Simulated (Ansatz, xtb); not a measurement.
C2H4AlF: where a starting geometry ends

The starting geometry of this gas-phase singlet was built from a drawn formula by distance geometry and a force field; its bonds are those of `[CH][C@H](F)[AlH2]`.

```xyz
8

C     0.0752    0.1149    1.1333
C    -0.9463    0.1371    0.0395
Al   -2.5376   -0.9900    0.5430
F    -1.3611    1.4531   -0.2352
H    -0.3251    0.5917    2.0800
H    -0.4757   -0.2682   -0.8794
H    -2.9336   -2.2158   -0.3444
H    -3.4337   -0.5904    1.8071
```

Predict what it relaxes into with r2SCAN-D4/def2-SVP.

It rearranges to `F/C=[CH]/[AlH2]`. Distances that change by over a tenth: C1–C2 (1.50 → 1.34 Å). Contacts that open: C2–Al3 (2.01 → 2.85 Å). Contacts that close: C1–Al3 (2.90 → 1.93 Å).

The energy falls by 4.10 eV over 17 steps:

```tsv
step	E − E(last) (eV)
1	4.103
3	2.714
5	1.656
6	1.241
8	0.679
10	0.327
12	0.102
13	0.044
15	0.004
17	0.000
```

Final geometry (Å):

```yaml
atoms:
  - { symbol: C, position_ang: [-1.2341, 0.2277, 0.9370] }
  - { symbol: C, position_ang: [-0.6542, 0.5017, -0.2405] }
  - { symbol: Al, position_ang: [-2.5060, -1.2210, 1.0737] }
  - { symbol: F, position_ang: [0.2343, 1.4859, -0.4155] }
  - { symbol: H, position_ang: [-0.9282, 0.8771, 1.7698] }
  - { symbol: H, position_ang: [-0.8294, -0.0319, -1.1847] }
  - { symbol: H, position_ang: [-2.8128, -2.0453, -0.2515] }
  - { symbol: H, position_ang: [-3.2076, -1.5618, 2.4557] }
```

From the same start GFN2-xTB reaches the same bonding as this run.

No frequencies were run, so the end isn't proven a minimum. Run with Ansatz 0.2.0, 23 s on 2 threads of Intel(R) Xeon(R) Platinum 8259CL CPU @ 2.50GHz (Skylake/Cascade Lake) (shared host).
